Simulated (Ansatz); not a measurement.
One change: `N[SiH2][S][GeH3]` becomes `N[SiH2]S[SiH3]`.

Ansatz, PBE0-D4/def2-TZVP geometries, multiplicity 1. Each molecule was computed in one conformer, which needn't be the lowest.

Scalar relativity is left out up to krypton.

| property | `N[SiH2][S][GeH3]` |
| --- | --- |
| HOMO energy (B3LYP/def2-TZVPP) / eV | -6.87 |
| size of the dipole moment (ωB97M-V/def2-TZVPP) / D | 0.66 |
| LUMO energy (PBE0/def2-TZVPP) / eV | -0.07 |
| HOMO energy (PBE0/def2-TZVPP) / eV | -7.11 |
| size of the dipole moment (PBE/def2-TZVPP) / D | 0.80 |
| HOMO energy (PBE/def2-TZVPP) / eV | -5.90 |

Question: What does the change do to each property? (An estimate is asked.)

Answer: Ansatz gave: 
```tsv
property	`N[SiH2]S[SiH3]`	shift
HOMO energy (B3LYP/def2-TZVPP) / eV	-7.01	-0.14
size of the dipole moment (ωB97M-V/def2-TZVPP) / D	1.31	0.65
LUMO energy (PBE0/def2-TZVPP) / eV	0.07	0.14
HOMO energy (PBE0/def2-TZVPP) / eV	-7.25	-0.14
size of the dipole moment (PBE/def2-TZVPP) / D	1.41	0.61
HOMO energy (PBE/def2-TZVPP) / eV	-6.04	-0.14
```

With PBE0 the HOMO falls by 0.14 eV and the LUMO rises by 0.14 eV, so the gap widens by about 0.28 eV. PBE moves the HOMO by -0.14 eV and ωB97M-V by -0.15 eV. Dipoles are sizes alone; their direction can turn.

B3LYP here is the variant with VWN-RPA as its local correlation; programs differ in this.
